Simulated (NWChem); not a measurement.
Molecule: bromine (Br2); SMILES BrBr

All runs: NWChem. The geometry was optimised at PBE0/def2-SVP.

**Question.** Predict the results for PW6B95/def2-TZVP. Quantities: highest occupied level (eV); orbital gap (eV).

**Answer.** 
```json
{
 "highest occupied level (eV)": "-8.17",
 "orbital gap (eV)": "4.66"
}
```
